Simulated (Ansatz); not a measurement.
CH4GaIN2 (`N=C(I)[NH][GaH2]`), relaxed with RKS PBE0-D4/def2-TZVP in Ansatz from a PBE-D4/def2-SVP geometry. The force threshold is 0.005 eV/Å; the program also tests the step.

The species carries charge 0 and has multiplicity 1. I: def2 effective core potential.

Start:

```xyz
9

N    -1.409    0.047   -1.340
C    -1.206    0.041   -0.094
I    -2.988    0.085    1.196
N    -0.050    0.011    0.663
Ga    1.721   -0.062    0.060
H    -0.535    0.029   -1.892
H    -0.222    0.025    1.673
H     2.762   -0.086    1.227
H     1.926   -0.090   -1.493
```

Task: How much energy does the relaxation release, and in how many steps? (Estimate.)

Result: The calculation gave: 4.68 kJ/mol, in 7 steps, 1 of them rejected.

Task: Which bonds change most? (An estimate is asked.)

Result: Ansatz gave: C2–I3 from 2.201 to 2.142 Å; N4–Ga5 from 1.873 to 1.856 Å; N4–H7 from 1.024 to 1.008 Å; N1–H6 from 1.034 to 1.021 Å.

Task: Give the relaxed structure. (Estimate.)

Result: Computed: 
```xyz
9

N    -1.385    0.043   -1.317
C    -1.204    0.041   -0.078
I    -2.962    0.099    1.145
N    -0.058    0.006    0.669
Ga    1.692   -0.059    0.051
H    -0.507    0.014   -1.838
H    -0.220    0.016    1.664
H     2.746   -0.087    1.192
H     1.898   -0.072   -1.489
```
